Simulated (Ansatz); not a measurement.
HBe, doublet, at a GFN2-xTB geometry (such geometries of metal compounds can be far from the true shape) (the spin is typed, not shown lowest), atoms displaced at random by about 0.02 Å a coordinate; HF/def2-TZVP run with Ansatz (an electronic-structure program).

Here is a job for Ansatz.
Ansatz 0.2 input:
```yaml
crystal:
  periodic: [false, false, false]
  atoms:
    - {symbol: Be, position_ang: [-0.02736605, -0.02975451, -0.27962345]}
    - {symbol: H, position_ang: [0.01047606, -0.00570530, 1.04011372]}
basis:
  gaussian:
    orbitals: def2-TZVP
hamiltonian:
  xc: hf
magnetization: {spin_polarized: true, initial_magnetization: 1}
relax: {max_displacement: 0.02}
```

**Question.** Write the output that Ansatz gives for this input, abridged.

**Answer.** 
```
Functional definition: HF
204 factors; their error is unknown
mean field evaluation 1: about -411.4708 eV, gradient 5.7e0 eV
mean field evaluation 2: about -412.0617 eV, gradient 2.6e0 eV
mean field evaluation 4: about -412.2744 eV, gradient 4.0e-1 eV
mean field evaluation 8: about -412.2783 eV, gradient 2.9e-2 eV
mean field -412.27832116 eV, -15.1509488502 hartree, gradient 6.5e-5 eV, S^2 0.751729; 0 other end points of the search recorded, 0 dependent functions left out
the calculation of the forces begins
reference -412.27832116 eV, -15.1509488502 hartree; 3, 2 occupied and 22, 23 virtual orbitals, 204 factors
relax step   1: F+E_penalty+E_count = -412.27832116 eV  Δ(F+E_penalty+E_count) = +0.000e0 eV  max|allowed force component| = 4.108e-1 eV/Å  Δτ_max = 0.0000 Å  (28 SCF iters, accepted)
these checks for a lower state are left out or cut short: starts, cluster_reference, orbital_swaps, neighbouring_geometries, increment
204 factors; their error is unknown
mean field evaluation 16: about -412.2832 eV, gradient 2.1e-2 eV
mean field -412.28325134 eV, -15.1511300310 hartree, gradient 5.4e-5 eV, S^2 0.751896; 0 other end points of the search recorded, 0 dependent functions left out
the calculation of the forces begins
reference -412.28325134 eV, -15.1511300310 hartree; 3, 2 occupied and 22, 23 virtual orbitals, 204 factors
relax step   2: F+E_penalty+E_count = -412.28325134 eV  Δ(F+E_penalty+E_count) = -4.930e-3 eV  max|allowed force component| = 1.058e-1 eV/Å  Δτ_max = 0.0096 Å  (24 SCF iters, accepted)
these checks for a lower state are left out or cut short: starts, cluster_reference, orbital_swaps, neighbouring_geometries, increment
204 factors; their error is unknown
mean field -412.28362238 eV, -15.1511436664 hartree, gradient 5.4e-5 eV, S^2 0.751961; 0 other end points of the search recorded, 0 dependent functions left out
the calculation of the forces begins
reference -412.28362238 eV, -15.1511436664 hartree; 3, 2 occupied and 22, 23 virtual orbitals, 204 factors
relax step   3: F+E_penalty+E_count = -412.28362238 eV  Δ(F+E_penalty+E_count) = -3.710e-4 eV  max|allowed force component| = 1.819e-3 eV/Å  Δτ_max = 0.0035 Å  (25 SCF iters, accepted)
204 factors; their error is unknown
mean field evaluation 32: about -412.2845 eV, gradient 1.1e-1 eV
mean field -412.28362238 eV, -15.1511436664 hartree, gradient 5.4e-5 eV, S^2 0.751961; 1 other end points of the search recorded, 0 dependent functions left out
the calculation of the forces begins
reference -412.28362238 eV, -15.1511436664 hartree; 3, 2 occupied and 22, 23 virtual orbitals, 204 factors
Total energy: -412.28362238 eV, -15.1511436664 hartree
Atom 0 at    -0.027741    -0.029993    -0.292690 Å, force    -0.000052    -0.000033    -0.001819 eV/Å
Atom 1 at     0.010851    -0.005467     1.053181 Å, force     0.000052     0.000033     0.001819 eV/Å
Dipole moment:    -0.001603    -0.001019    -0.055897 e Å
```
